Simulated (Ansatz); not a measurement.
One geometry of TaO₂, several levels of theory.

```yaml
crystal:
  periodic: [false, false, false]
  atoms:
    - {symbol: Ta, position_ang: [0.675371, -0.153704, -0.047427]}
    - {symbol: O, position_ang: [-0.628407, -1.250092, 0.184179]}
    - {symbol: O, position_ang: [-0.046964, 1.403796, -0.136762]}
basis:
  gaussian: {orbitals: def2-TZVP, initial_orbitals: start.molden}
magnetization: {spin_polarized: true, initial_magnetization: 1}
hamiltonian: {xc: {name: BLYP}, dispersion: d4}
scf: {omitted_lower_state_checks: [starts]}
output: {orbitals: {seedname: orbitals}}
```

The file start.molden holds the orbitals of an earlier run on this structure, at another level or in another basis.

```sh
$ ansatz run in.yaml --threads 4 --pin off --events-out ev --progress --plain --max-ram 3916MiB
```

It prints (some lines left out):

```
Functional definition: BLYP
639 factors; their error is unknown
mean field evaluation 1: about -5648.0609 eV, gradient 8.3e0 eV
mean field evaluation 2: about -5648.2444 eV, gradient 1.8e-1 eV
mean field evaluation 4: about -5648.2372 eV, gradient 7.2e-2 eV
mean field evaluation 8: about -5648.2372 eV, gradient 2.0e-5 eV
mean field -5648.23720349 eV, -207.5688887156 hartree, gradient 2.0e-5 eV, S^2 0.754410; 0 other end points of the search recorded, 0 dependent functions left out
reference -5648.23748567 eV, -207.5688990856 hartree; 15, 14 occupied and 87, 88 virtual orbitals, 639 factors
Total energy: -5648.36226369 eV, -207.5734845930 hartree
Checks for a lower state left out: starts
```

It took 1 s on 4 threads of Arm Neoverse V1 on a shared host.

First input, but with `gaussian: {orbitals: def2-TZVPD, initial_orbitals: start.molden}`, `hamiltonian: {xc: pbe, dispersion: d4}` (abridged; 1.4 s):

```
Functional definition: PBE
mean field -5645.68185275 eV, -207.4749813079 hartree, gradient 9.8e-6 eV, S^2 0.757909
Total energy: -5645.73900324 eV, -207.4770815499 hartree
Checks for a lower state left out: starts
```

First input, but with `hamiltonian: {xc: pbe, dispersion: d4}` (abridged; 0.95 s):

```
Functional definition: PBE
mean field -5645.63446479 eV, -207.4732398324 hartree, gradient 2.1e-5 eV, S^2 0.757916
Total energy: -5645.69161686 eV, -207.4753401323 hartree
Checks for a lower state left out: starts
```

The first input with `hamiltonian: {xc: {name: BHLYP}, dispersion: d4}` (abridged; 1.2 s):

```
Functional definition: BHLYP
mean field -5642.53639450 eV, -207.3593878494 hartree, gradient 2.1e-5 eV, S^2 0.756467
Total energy: -5642.62302682 eV, -207.3625715283 hartree
Checks for a lower state left out: starts
```

As the first input, with `hamiltonian: {xc: {name: CAM-B3LYP}, dispersion: d4}` (abridged; 1.2 s):

```
Functional definition: CAM-B3LYP
mean field -5645.61649546 eV, -207.4725794719 hartree, gradient 2.3e-5 eV, S^2 0.754772
Total energy: -5645.66582907 eV, -207.4743924484 hartree
Checks for a lower state left out: starts
```

First input, but with `gaussian: {orbitals: def2-TZVPD, initial_orbitals: start.molden}`, `correlation: {method: ccsd_t}`, `scf: {omitted_lower_state_checks: [starts, cluster_reference]}` and without the key `hamiltonian` (abridged; 8.5 s):

```
Functional definition: HF
mean field -5610.95192070 eV, -206.1986798460 hartree, gradient 5.3e-6 eV, S^2 0.801538
2 core orbitals not correlated: weight in the atoms' cores, before any rotation towards them, 1.000 or more for the frozen orbitals, at most 0.000 for the correlated occupied ones
second order -22.94666565 eV of doubles, -0.00000000 eV of singles
cycle   1  -20.06798765 eV  change     2.9e0 eV  update   2.6e-1
cycle   2  -21.30513193 eV  change    -1.2e0 eV  update   1.7e-1
cycle   3  -21.52874539 eV  change   -2.2e-1 eV  update   4.2e-2
cycle   4  -21.54498318 eV  change   -1.6e-2 eV  update   2.0e-2
cycle   5  -21.54049921 eV  change    4.5e-3 eV  update   8.2e-3
cycle   6  -21.54470602 eV  change   -4.2e-3 eV  update   4.4e-3
cycle   7  -21.54491332 eV  change   -2.1e-4 eV  update   2.0e-3
cycle   8  -21.54522947 eV  change   -3.2e-4 eV  update   9.8e-4
cycle   9  -21.54620096 eV  change   -9.7e-4 eV  update   5.9e-4
cycle  10  -21.54640181 eV  change   -2.0e-4 eV  update   3.0e-4
cycle  11  -21.54597747 eV  change    4.2e-4 eV  update   1.7e-4
cycle  12  -21.54594506 eV  change    3.2e-5 eV  update   9.6e-5
cycle  13  -21.54604933 eV  change   -1.0e-4 eV  update   5.2e-5
cycle  14  -21.54597908 eV  change    7.0e-5 eV  update   2.7e-5
cycle  15  -21.54602054 eV  change   -4.1e-5 eV  update   1.3e-5
cycle  16  -21.54602537 eV  change   -4.8e-6 eV  update   6.0e-6
perturbative correction -1.28886478 eV, -0.0473649070 hartree
Total energy: -5633.78681085 eV, -207.0378465808 hartree
Checks for a lower state left out: starts, cluster_reference
```

The first input with `hamiltonian: {xc: {text: "exchange = 0.85*pbe_x + 0.15*exact_x\ncorrelation = pbe_c"}}` (abridged; 1.1 s):

```
Functional definition: unnamed
mean field -5644.40779614 eV, -207.4281605913 hartree, gradient 2.4e-5 eV, S^2 0.759374
Total energy: -5644.40783643 eV, -207.4281620719 hartree
Checks for a lower state left out: starts
```

Geometry: PBE0-D4/def2-TZVP.

In the def2 sets Ta takes a core potential; there is no spin–orbit coupling. Correlated methods freeze 2 core orbitals; core or outer-core shells of Ta are correlated, in sets that lack core-valence functions. The structure comes from a short search, and lower isomers may exist.
